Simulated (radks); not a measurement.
The numbers below are computed, except where a source is named.
Spherical quantum dot in the effective-mass picture: electrons in a well V = -V0 / (1 + exp((r - R)/a)) with V0 = 5.06, R = 11.1, a = 1.3, all in effective atomic units (hartree* = m*/eps^2 hartree, bohr* = eps/m* bohr), one dielectric constant everywhere. Level of theory: non-relativistic Kohn-Sham, LDA (Slater exchange, Perdew-Wang correlation), spin-polarised, spherical densities (a radial shooting solver with Libxc functionals). Levels are named by radial order and angular momentum (1s, 1p, 1d, 2s, ...), and open shells are averaged over m. At N = 6 the configuration is 1s2 1p(up 3, down 1). Does electron 7 go into 1p down or 1d up or 1d down?

Answer. Into 1p down. The total energies of the other choices lie higher by 0.0522 hartree* (1d up), 0.0679 hartree* (1d down).
